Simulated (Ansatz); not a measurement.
CH3ClOSi, SMILES `Cl[SiH]1CO1`, 7 atoms. Total charge 0; spin multiplicity 1. All runs use 2 threads of an Arm Neoverse V1 on a shared host. Correlated methods freeze the cores.

(1) How many basis functions does each run have, and how long does it take in Ansatz? RKS r2SCAN-D4/def2-TZVPP energy and forces; RKS CAM-B3LYP-D4/def2-TZVPP energy; direct RPA on PBE orbitals/def2-TZVPP energy; RHF-CCSD(T)/def2-SVP energy; RKS PBE0-D4/def2-SVP energy; RKS PBE0-D4/def2-TZVPP energy; RHF-MP2/def2-QZVPP energy; RKS revPBE-D4/def2-TZVPP energy; RKS PBE0-D4/def2-TZVP relaxation (6 steps); RKS PBE0-D4/def2-QZVPP energy; RKS ωB97M-V/def2-QZVPP energy; RKS PBE0-D4/def2-TZVP frequencies. (Estimate.)

Results:

(1) Ansatz gave: Other jobs shared the machine, so times are rough.

```json
{"level": "RKS PBE0-D4/def2-SVP", "job": "energy", "functions": "79", "wall time": "1.1 s", "peak host memory (GiB)": "0.14"}
{"level": "RHF-CCSD(T)/def2-SVP", "job": "energy", "functions": "79", "wall time": "2 s", "peak host memory (GiB)": "0.2"}
{"level": "RKS revPBE-D4/def2-TZVPP", "job": "energy", "functions": "188", "wall time": "2.2 s", "peak host memory (GiB)": "0.21"}
{"level": "RKS PBE0-D4/def2-TZVPP", "job": "energy", "functions": "188", "wall time": "3 s", "peak host memory (GiB)": "0.37"}
{"level": "RKS CAM-B3LYP-D4/def2-TZVPP", "job": "energy", "functions": "188", "wall time": "3.9 s", "peak host memory (GiB)": "0.41"}
{"level": "direct RPA on PBE orbitals/def2-TZVPP", "job": "energy", "functions": "188", "wall time": "4.5 s", "peak host memory (GiB)": "0.38"}
{"level": "RKS r2SCAN-D4/def2-TZVPP", "job": "energy and forces", "functions": "188", "wall time": "5.5 s", "peak host memory (GiB)": "0.23"}
{"level": "RKS PBE0-D4/def2-QZVPP", "job": "energy", "functions": "344", "wall time": "7.5 s", "peak host memory (GiB)": "0.93"}
{"level": "RKS ωB97M-V/def2-QZVPP", "job": "energy", "functions": "344", "wall time": "20 s", "peak host memory (GiB)": "1.1"}
{"level": "RHF-MP2/def2-QZVPP", "job": "energy", "functions": "344", "wall time": "20 s", "peak host memory (GiB)": "1.3"}
{"level": "RKS PBE0-D4/def2-TZVP", "job": "relaxation (6 steps)", "functions": "154", "wall time": "23 s", "peak host memory (GiB)": "0.32"}
{"level": "RKS PBE0-D4/def2-TZVP", "job": "frequencies", "functions": "154", "wall time": "99 s", "peak host memory (GiB)": "0.31"}
```
